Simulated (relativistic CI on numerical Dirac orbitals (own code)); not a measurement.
**Spin-allowed bands of a d8 ion in an octahedral site, by hand**

Problem. A d8 ion in an octahedral site has a 3A2 ground term and spin-allowed bands at ν1 = 13800 and ν2 = 17789 cm⁻¹ (from a computed ligand-field model). Find Δ and the Racah parameter B, and predict the third band.

Working.
1. The F term splits into A2 (−1.2Δ), T2 (−0.2Δ) and T1 (+0.6Δ), so ν1 = E(T2) − E(A2) = Δ = 13800 cm⁻¹.
2. T1(F) mixes with T1(P), which lies at 15B, through an element 0.4Δ. The two roots, counted from A2, are ν2,3 = ½(15B + 3Δ) ∓ ½√[(15B − Δ)² + 12BΔ].
3. Solving the lower root for B gives B = (2ν1² + ν2² − 3ν1ν2)/(15ν2 − 27ν1) = -39136079/-105765 = 370 cm⁻¹.
4. The sum of the roots is 15B + 3Δ, so ν3 = 15B + 3ν1 − ν2 = 29161 cm⁻¹ (343 nm).

Check. The bands were computed by exact diagonalisation of the d8 shell with B = 370 and Δ = 13800 cm⁻¹, which gives ν3 = 29161 cm⁻¹. C does not enter the terms of highest spin.
